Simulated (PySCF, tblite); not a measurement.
Compound: C7H11N3.
Atom-mapped SMILES: `[CH3:1][CH2:2][c:3]1[n:4][c:5]([CH3:6])[n:7][n:8][c:9]1[CH3:10]` (hydrogens: H11, H12, H13 on C1; H14, H15 on C2; H16, H17, H18 on C6; H19, H20, H21 on C10)

Geometry (GFN2-xTB, Å), atoms numbered from 1 in this order:
```
atom  x, y, z in Å
C1    -2.162   -0.802   -1.118
C2    -1.461   -1.028    0.225
C3    -0.184   -0.250    0.270
N4     0.904   -0.853   -0.171
C5     2.035   -0.142   -0.191
C6     3.269   -0.817   -0.680
N7     2.123    1.118    0.198
N8     1.062    1.719    0.654
C9    -0.099    1.088    0.712
C10   -1.255    1.857    1.258
H11   -1.517   -1.125   -1.932
H12   -3.087   -1.372   -1.158
H13   -2.397    0.250   -1.263
H14   -1.221   -2.087    0.327
H15   -2.117   -0.726    1.042
H16    3.955   -0.080   -1.088
H17    3.757   -1.321    0.153
H18    3.011   -1.562   -1.427
H19   -0.923    2.861    1.507
H20   -1.642    1.375    2.154
H21   -2.060    1.915    0.527
```

Computed with PBE0/pcSseg-1 in PySCF (dipole) on a GFN2-xTB geometry, gas phase.

Masses are those of the commonest isotopes; rigid-rotor values at the optimised geometry. The values belong to one conformer with, in the numbering `[CH3:1][CH2:2][c:3]1[n:4][c:5]([CH3:6])[n:7][n:8][c:9]1[CH3:10]`, C1–C2–C3–N4 -90°.

**Question.** Give the principal moments of inertia and the rotational constants in MHz.

**Answer.** Ia = 245.32, Ib = 444.90, Ic = 640.92 u·Å²; 505379 MHz·u·Å²/I gives A = 2060, B = 1136, C = 788.5 MHz.

**Question.** Classify the top.

**Answer.** An asymmetric top. Ray's parameter κ = (2B − A − C)/(A − C) = -0.454; −1 is the prolate and +1 the oblate limit.

**Question.** Is it planar, by Δ = Ic − Ia − Ib?

**Answer.** Not planar: Δ = Ic − Ia − Ib = -49.30 u·Å². For a rigid frame Δ = −2 Σ m c², so Σ m c² = 24.65 u·Å² lies off the ab plane: 9.75 from hydrogen and 14.90 from heavier atoms. The atom farthest from that plane is 1.40 Å away.

**Question.** Where do the levels up to J = 3 lie, in K?

**Answer.** Above 0(0,0), as E/k:
J = 1: 1(0,1) 0.092, 1(1,1) 0.137, 1(1,0) 0.153
J = 2: 2(0,2) 0.273, 2(1,2) 0.305, 2(1,1) 0.355, 2(2,1) 0.488, 2(2,0) 0.492
J = 3: 3(0,3) 0.536, 3(1,3) 0.555, 3(1,2) 0.654, 3(2,2) 0.765, 3(2,1) 0.783, 3(3,1) 1.031, 3(3,0) 1.031
Those of J = 1 are B + C, A + C and A + B.

**Question.** Predict some low-J microwave lines.

**Answer.** The dipole components are |μa| = 2.71 D, |μb| = 1.68 D, |μc| = 0.58 D. The squared components, which scale the intensities, stand as 1.00 : 0.39 : 0.05 (a : b : c). Some lines, for components of 0.1 D or more:

| type | branch | J(Ka,Kc) | MHz | lower level (cm⁻¹) |
| --- | --- | --- | --- | --- |
| a | Q | 3(1,2) ← 3(1,3) | 2072 | 0.385 |
| b | Q | 3(2,1) ← 3(1,2) | 2689 | 0.455 |
| b | Q | 4(1,3) ← 4(0,4) | 3588 | 0.608 |
| b | Q | 2(2,1) ← 2(1,2) | 3815 | 0.212 |
| a | R | 2(1,1) ← 1(1,0) | 4196 | 0.107 |
| b | Q | 4(3,1) ← 4(2,2) | 4801 | 0.820 |
| b | Q | 4(2,3) ← 4(1,4) | 5144 | 0.615 |
| b | Q | 3(3,0) ← 3(2,1) | 5168 | 0.544 |
| b | Q | 4(3,2) ← 4(2,3) | 5731 | 0.786 |
| b | R | 4(1,3) ← 3(2,2) | 5881 | 0.532 |
| a | R | 3(2,1) ← 2(2,0) | 6072 | 0.342 |
| a | R | 4(2,2) ← 3(2,1) | 8267 | 0.544 |
| b | R | 4(3,2) ← 3(2,1) | 12985 | 0.544 |
| b | R | 4(3,1) ← 3(2,2) | 13447 | 0.532 |
| b | R | 4(4,1) ← 3(3,0) | 15388 | 0.717 |

**Question.** Estimate the classical rotational partition function at 100 K, 200 K and 500 K.

**Answer.** Point group C1, symmetry number σ = 1; q = (√π/σ)·√((kT/h)³/(ABC)), k/h = 20836.6 MHz/K: 124000 at 100 K, 351000 at 200 K, 1390000 at 500 K.

Its lowest GFN2-xTB frequency is 12 cm⁻¹, too small to tell a flat minimum from a shallow saddle. These are rigid-rotor constants of the computed structure; measured ground-state constants (B0) also hold zero-point vibration. A rigid rotor knows nothing of internal rotation, which can split or shift real lines. Quadrupole hyperfine structure (14N) is left out.
